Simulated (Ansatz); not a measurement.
Wavefunction ladder for `[CH3][W](=[O])([F])=[S]`

```json
{"atom": "C1", "x (Å)": "-0.9527", "y (Å)": "-0.5464", "z (Å)": "0.1329"}
{"atom": "W2", "x (Å)": "0.8812", "y (Å)": "0.4480", "z (Å)": "-0.0424"}
{"atom": "O3", "x (Å)": "0.8565", "y (Å)": "1.5607", "z (Å)": "1.2313"}
{"atom": "F4", "x (Å)": "2.2802", "y (Å)": "-0.7662", "z (Å)": "0.0489"}
{"atom": "S5", "x (Å)": "0.7513", "y (Å)": "1.4886", "z (Å)": "-1.8911"}
{"atom": "H6", "x (Å)": "-1.7918", "y (Å)": "0.1514", "z (Å)": "0.1222"}
{"atom": "H7", "x (Å)": "-0.9543", "y (Å)": "-1.0813", "z (Å)": "1.0897"}
{"atom": "H8", "x (Å)": "-1.0704", "y (Å)": "-1.2549", "z (Å)": "-0.6915"}
```

Charge 0, multiplicity 1. Correlated methods include outer-core shells of W, which these sets cover unevenly. W takes the def2 core potential. All single points use the PBE0-D4/def2-TZVP geometry. Frozen core, restricted reference, the Gaussian-basis code of Ansatz.

```json
{"basis": "def2-SVP", "HF (Eh)": "-677.62906", "MP2 corr.": "-1.04353", "CCSD corr.": "-1.00834", "(T)": "-0.04914", "CCSD(T) total": "-678.68654"}
{"basis": "def2-TZVPP", "HF (Eh)": "-678.07044", "MP2 corr.": "-1.35727", "CCSD corr.": "-1.31434", "(T)": "-0.07517", "CCSD(T) total": "-679.45995"}
{"basis": "def2-QZVPP", "HF (Eh)": "-678.09268", "MP2 corr.": "-1.48441", "CCSD corr.": "–", "(T)": "–", "CCSD(T) total": "–"}
```
